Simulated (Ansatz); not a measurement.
```yaml
crystal:
  periodic: [false, false, false]
  atoms:
    - {symbol: C, position_ang: [4.220519, 0.429890, -1.102384]}
    - {symbol: C, position_ang: [2.683823, -0.193153, -1.481136]}
    - {symbol: C, position_ang: [1.711918, 0.856480, -1.185963]}
    - {symbol: C, position_ang: [0.169840, 0.264497, -1.520982]}
    - {symbol: N, position_ang: [-0.995047, 1.125339, -1.279194]}
    - {symbol: C, position_ang: [-0.900378, 1.962347, -0.170137]}
    - {symbol: C, position_ang: [-2.460719, 0.392097, -1.131557]}
    - {symbol: C, position_ang: [-3.162304, 0.644192, -2.399729]}
    - {symbol: C, position_ang: [-2.088177, 1.216641, -3.530474]}
    - {symbol: C, position_ang: [-1.142635, 2.011895, -2.620288]}
    - {symbol: H, position_ang: [4.154620, 1.314370, -1.331062]}
    - {symbol: H, position_ang: [4.934639, -0.159928, -1.395771]}
    - {symbol: H, position_ang: [4.131110, 0.564382, 0.015033]}
    - {symbol: H, position_ang: [2.786660, -0.333802, -2.575629]}
    - {symbol: H, position_ang: [2.506463, -0.983269, -1.029003]}
    - {symbol: H, position_ang: [1.754729, 1.780867, -1.740314]}
    - {symbol: H, position_ang: [1.797510, 1.338956, -0.015886]}
    - {symbol: H, position_ang: [0.203140, -0.583489, -0.625719]}
    - {symbol: H, position_ang: [0.096908, -0.226914, -2.300740]}
    - {symbol: H, position_ang: [-0.661199, 1.406650, 0.766598]}
    - {symbol: H, position_ang: [-1.818751, 2.706117, 0.102447]}
    - {symbol: H, position_ang: [-0.139763, 2.666201, -0.411712]}
    - {symbol: H, position_ang: [-1.821128, -0.758996, -1.288485]}
    - {symbol: H, position_ang: [-2.602578, 0.285257, -0.114020]}
    - {symbol: H, position_ang: [-3.907723, 1.676749, -1.927269]}
    - {symbol: H, position_ang: [-3.906733, 0.110061, -2.709427]}
    - {symbol: H, position_ang: [-1.955667, 0.292347, -3.941855]}
    - {symbol: H, position_ang: [-2.553288, 1.777248, -4.325338]}
    - {symbol: H, position_ang: [-1.602571, 3.100259, -2.192803]}
    - {symbol: H, position_ang: [-0.165310, 1.916190, -3.149673]}
    - {symbol: O, position_ang: [-2.493727, -0.100662, 2.002275]}
    - {symbol: S, position_ang: [-1.443519, -1.097588, 1.924865]}
    - {symbol: O, position_ang: [-1.207068, -2.028652, 0.803183]}
    - {symbol: N, position_ang: [-0.059001, -0.087227, 1.792990]}
    - {symbol: S, position_ang: [1.437647, -0.944545, 2.072434]}
    - {symbol: O, position_ang: [2.472018, 0.297149, 2.170760]}
    - {symbol: O, position_ang: [1.649318, -1.812408, 0.971272]}
    - {symbol: C, position_ang: [1.249785, -1.898682, 3.577946]}
    - {symbol: F, position_ang: [2.445624, -2.545492, 3.751733]}
    - {symbol: F, position_ang: [1.333837, -1.041874, 4.654569]}
    - {symbol: C, position_ang: [0.189241, -2.880281, 3.717288]}
    - {symbol: F, position_ang: [0.137728, -3.706503, 2.696339]}
    - {symbol: F, position_ang: [0.131635, -3.405219, 4.901112]}
    - {symbol: C, position_ang: [-1.235887, -2.150378, 3.553764]}
    - {symbol: F, position_ang: [-2.227363, -2.998092, 3.525873]}
    - {symbol: F, position_ang: [-1.272515, -1.039139, 4.529565]}
basis:
  gaussian: {orbitals: cc-pVTZ-DK, fitting: {mean_field: def2-universal-jkfit}, final_grid: {core_spheres: 8, valence_spheres: 7, degree: 23}}
magnetization: {spin_polarized: false, initial_magnetization: 2}
hamiltonian: {xc: {name: HF}}
scf: {omitted_lower_state_checks: [starts]}
```

```sh
$ ansatz run in.yaml --threads 2 --pin off --events-out ev --progress --plain --max-ram 22528MiB --backend cuda --devices 0, --max-vram 18GiB
```

It prints (some lines left out):

```
Functional definition: HF
2440 factors; integrals over basis functions are off by at most 1.1e0 eV
mean field evaluation 1: about -61703.6498 eV, gradient 1.2e2 eV
mean field evaluation 2: about -61691.8777 eV, gradient 1.5e2 eV
mean field evaluation 4: about -61729.4825 eV, gradient 4.6e1 eV
mean field evaluation 8: about -61739.7622 eV, gradient 4.4e0 eV
mean field evaluation 16: about -61740.1312 eV, gradient 2.5e-4 eV
mean field -61740.13124245 eV, -2268.9079741959 hartree, gradient 2.3e-5 eV, S^2 2.000000; 0 other end points of the search recorded, 0 dependent functions left out
reference -61740.13124245 eV, -2268.9079741959 hartree; 113, 111 occupied and 955, 957 virtual orbitals, 2440 factors
Total energy: -61740.13124245 eV, -2268.9079741959 hartree
Relativity: scalar
Checks for a lower state left out: starts
```

It took 22 s on 2 threads of AMD EPYC 7R13 on a shared host and a share (18 GiB) of an NVIDIA H100 80GB HBM3, peak host memory 1.4 GiB.

DK, ANO-RCC and x2c sets are all-electron and run with scalar relativity unless a key says otherwise.

With spin_polarized false and unpaired electrons the run is restricted open-shell.
